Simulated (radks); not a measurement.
Question: The table gives one normalised radial function P(r) = r R(r) of As30+ in [He] 2s1 (r in bohr). All-electron calculation, scalar-relativistic Kohn-Sham, PBEsol, spin-polarised, spherical densities, point nucleus; open shells are filled with parallel spins first. Program: a radial shooting solver on a logarithmic mesh with Libxc functionals.

| r | P |
|---|---|
| 0.002709 | 0.3491 |
| 0.003585 | 0.4445 |
| 0.004781 | 0.5638 |
| 0.006377 | 0.7049 |
| 0.008505 | 0.8637 |
| 0.01134 | 1.0290 |
| 0.01501 | 1.1741 |
| 0.02002 | 1.2691 |
| 0.0267 | 1.2509 |
| 0.03561 | 1.0455 |
| 0.0475 | 0.5829 |
| 0.06335 | -0.1598 |
| 0.08382 | -1.0683 |
| 0.1118 | -1.9581 |
| 0.1491 | -2.4519 |
| 0.1989 | -2.2831 |
| 0.2652 | -1.5497 |
| 0.3509 | -0.7385 |
| 0.4681 | -0.2139 |
| 0.6243 | -0.0330 |

Which n and l does it have? It may be an empty orbital.

Answer: n = 2, l = 0: the number of nodes gives n - l - 1 = 1, the rise at small r (about r^(l+1)) gives l, and the extent must fit the shell. The curve is that of 2s up; the table hardly tells the two spins apart. 2s up: eigenvalue -3363.2 eV, 1 radial node at r = 0.0600 bohr, <r> = 0.185 bohr, 90 % of the charge inside 0.283 bohr.
